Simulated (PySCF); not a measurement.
**Field gradients at the hydrogen positions**

C7H10OSSi.
Cartesian coordinates in Å at the GFN2-xTB level; atoms count from 1:
```
atom  x, y, z in Å
C1     2.795   -0.748   -0.190
C2     2.022    0.503   -0.436
S3     2.678    1.737   -1.291
C4     0.683    0.604    0.108
C5    -0.071    1.711    0.154
Si6   -1.756    1.458    0.959
C7    -2.567    0.048    0.003
C8    -1.953   -1.052   -0.411
C9    -0.523   -1.416   -0.132
O10    0.159   -0.528    0.727
H11    2.614   -1.112    0.821
H12    2.475   -1.527   -0.885
H13    3.856   -0.572   -0.344
H14    0.304    2.635   -0.255
H15   -1.600    1.153    2.382
H16   -2.549    2.676    0.754
H17   -3.611    0.163   -0.256
H18   -2.470   -1.807   -0.995
H19   -0.500   -2.389    0.375
H20    0.009   -1.524   -1.090
```

Level: PBE0/pcSseg-1 (PySCF, non-relativistic); Q(2H) = 0.00286 b; rigid geometry, the same for H and D, with no vibrational averaging.

Problem. Rank these positions by the coupling χzz of a deuteron there, largest first.
A. H18 (vinylic hydrogen)
B. H20 (methylene hydrogen)
C. H15 (Si–H hydrogen)
D. H12 (methyl hydrogen)
E. H17 (vinylic hydrogen)
F. H19 (methylene hydrogen)

Solution. E (222 kHz), A (213 kHz), D (208 kHz), F (193 kHz), B (188 kHz), C (110 kHz).

Problem. What are Vzz, η and χzz (234.96 MHz × Q × Vzz) at all hydrogens?

Solution. 
```
atom  bonded to  bond length (Å)  Vzz (au)     η  χzz (kHz)
 H11         C1            1.089    0.3076  0.04        207
 H12         C1            1.092    0.3091  0.04        208
 H13         C1            1.087    0.3100  0.03        208
 H14         C5            1.078    0.3298  0.01        222
 H15        Si6            1.464    0.1634  0.02        110
 H16        Si6            1.468    0.1583  0.02        106
 H17         C7            1.082    0.3298  0.04        222
 H18         C8            1.085    0.3175  0.06        213
 H19         C9            1.097    0.2870  0.08        193
 H20         C9            1.101    0.2793  0.11        188
```

Problem. Average by the element that carries the hydrogen.

Solution. on C: 207 kHz over 8 positions, mean bond length 1.089 Å; on Si: 108 kHz over 2 positions, mean bond length 1.466 Å.

Problem. How does χzz go with the bond length over the 8 C–H bonds?

Solution. A straight-line fit has a slope of -15.3 kHz for each 0.01 Å, with a correlation coefficient of -0.97, over lengths from 1.078 to 1.101 Å. The longer bonds have the smaller couplings here.

One conformer (not necessarily the lowest) at the GFN2-xTB geometry, without solvent, vibrations or thermal averaging. GFN2-xTB bond lengths can be off by several hundredths of an ångström, more for odd bonds, and the gradients follow them. A larger basis could move these couplings by a tenth or more.

These values come from a run that also computed NMR shieldings. On an Arm Neoverse V2 with one thread, no GPU (shared host), this took 76 s wall (with the writing of density and orbital grids) and 1.1 GiB of memory at its peak.
